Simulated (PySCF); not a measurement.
# Bond lengths and vibrations by method: BGeH3N cation

All numbers below are calculated, not measured. The program is PySCF 2.14.0, an open-source quantum chemistry code, run on an isolated molecule that a program drew, which may never have been made. The molecule is BGeH3N cation (charge +1, singlet), drawn as the SMILES string `N=[B][GeH2+]`.

The geometry was optimised and harmonic frequencies were computed with HF and MP2, all in the cc-pVDZ basis, for the commonest isotopes, with a restricted reference for singlets and an unrestricted one otherwise, and a frozen core in MP2. Germanium has the cc-pVDZ-PP basis, with a core potential (ECP10MDF) in place of its 10 inner electrons, and its 3s, 3p and 3d shells are frozen in MP2. Each result is a local minimum of its method.

Geometry at the HF minimum:
```xyz
6
BGeH3N cation, angstrom
N    -0.9361   -2.3675    2.0980
B    -0.6153   -1.7606    1.0975
Ge   -0.0829   -0.7534   -0.5630
H    -1.1988   -2.8642    2.9167
H     0.1449    0.7399   -0.5305
H     0.1018   -1.4659   -1.8825
```

Lengths of the bonds as drawn, in Å (atoms numbered as above):
| bond | HF | MP2 |
|---|---|---|
| N1-B2 | 1.213 | 1.253 |
| B2-Ge3 | 2.014 | 1.990 |
| N1-H4 | 0.993 | 1.012 |
| Ge3-H5 | 1.511 | 1.520 |
| Ge3-H6 | 1.511 | 1.520 |

Rotational constants, in GHz:
```
constant     HF    MP2
       A  149.8  148.9
       B  3.129  3.113
       C  3.065   3.05
```

Harmonic frequencies in cm^-1, each column in rising order, so a row needn't be the same motion in every method:
| rank | HF | MP2 |
|---|---|---|
| 1 | 211 | 173 |
| 2 | 217 | 183 |
| 3 | 470 | 475 |
| 4 | 587 | 555 |
| 5 | 677 | 598 |
| 6 | 712 | 651 |
| 7 | 753 | 680 |
| 8 | 939 | 893 |
| 9 | 2147 | ? |
| 10 | 2336 | 2268 |
| 11 | 2358 | 2296 |
| 12 | 3993 | 3752 |

**Estimate the missing MP2 frequency from the HF column.**

A single factor s that minimises the squared misfit of MP2 against s times HF over the other rows is sum(HF x MP2) / sum(HF^2) = 0.9502, with an rms misfit of 35 cm^-1. For rank 9 it gives 0.9502 x 2147 = 2040 cm^-1. The calculation gives 1878 cm^-1, 162 cm^-1 below the estimate. The drawn bonds are on average 1.0 % longer in MP2 than in HF.
